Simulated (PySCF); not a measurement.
**Vibration and rotation of CdTe⁻**

LDA constants of CdTe⁻, ²Σ⁺ (doublet), unpaired electrons σ ↑ (basis Cd def2-SVPD with ECP28, Te def2-SVPD with ECP28; scalar-relativistic core potentials; PySCF 2.14; masses 113.9034 and 129.9062 u):

```
ωe              : 177.6 cm⁻¹
ωexe            : 0.69 cm⁻¹
Be              : 0.040068 cm⁻¹
αe              : 0.000168 cm⁻¹
D (centrifugal) : 8.15e-09 cm⁻¹
De to Cd + Te⁻  : 1.41 eV
```

Q: Give the vibrational terms G(v) and spacings up to v = 6.

A: G(v) = ωe(v+½) − ωexe(v+½)².

```
v  G(v) (cm⁻¹)  G(v) − G(v−1)  Bv (cm⁻¹)
0         88.6                   0.03998
1        264.8          176.2    0.03982
2        439.7          174.8    0.03965
3        613.1          173.5    0.03948
4        785.2          172.1    0.03931
5        955.9          170.7    0.03914
6       1125.2          169.3    0.03898
```

Q: How well does the Morse estimate ωe²/(4ωexe) reproduce De, and what is D0?

A: It gives 1.42 eV, 100 % of the computed De. D0 = De − G(0) = 1.41 − 0.01 = 1.40 eV.

These are scalar-relativistic numbers at best; spin–orbit coupling would shift them, the dissociation energy most. For an ion De counts to the pair picked by the measured ionisation energies or electron affinities, which need not be the lowest pair at this level. The state is the lowest determinant that a PBE0 search found; another state may lie lower at other levels.
